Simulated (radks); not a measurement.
Results of a calculation; reference values are marked as such.
The titanium ion Ti3+, 19 electrons, occupied as [Ar] 3d1 (the NIST ground configuration).

Code: a radial shooting solver on a logarithmic mesh with Libxc functionals. Model: scalar-relativistic Kohn-Sham, XLYP, spin-polarised, spherical densities, finite nucleus; open shells are filled with parallel spins first; Fermi nuclear charge, rms radius 3.5921 fm.

Energy parts (Ry):
total: -1704.53269
kinetic: 1719.08298
electron-nucleus: -4005.23785
Hartree: 664.73324
exchange-correlation: -83.11106

Orbitals (lengths in bohr, moments of r in powers of bohr; r(max) is where P^2 peaks; r(90%) holds 90 % of the orbital's charge):
orbital  occ.  eigenvalue (Ry)      <r>   r(max)      <r^4>  r(90%)
1s down     1        -360.5459  0.06958  0.04554  0.0001091   0.124
1s up       1        -360.5454  0.06958  0.04554  0.0001091   0.124
2s up       1        -41.98787   0.3251   0.2689    0.02752   0.505
2s down     1        -41.96217   0.3249   0.2688    0.02745   0.505
2p up       3        -35.18166   0.2900   0.2194    0.02219   0.477
2p down     3        -35.16170   0.2898   0.2194    0.02212   0.477
3s up       1         -7.01155   0.9920   0.8637      2.047    1.48
3s down     1         -6.92904   0.9928   0.8637      2.060    1.48
3p up       3         -5.24219    1.056   0.8916      2.905    1.62
3p down     3         -5.16160    1.058   0.8917      2.945    1.62
3d up       1         -2.58583    1.266   0.9204      8.308    2.10
3d down     0         -2.51314    1.281   0.9227      8.816    2.13
4s up       0         -1.99922    2.609    2.395      84.42    3.74
4s down     0         -1.97771    2.614    2.415      84.75    3.74
4p up       0         -1.58992    2.930    2.695      136.9    4.23

The highest occupied level is 3d up at -35.182 eV. The density falls to 0.001 e/bohr^3 at r = 2.79 bohr. Spin moment in Bohr magnetons: 1.
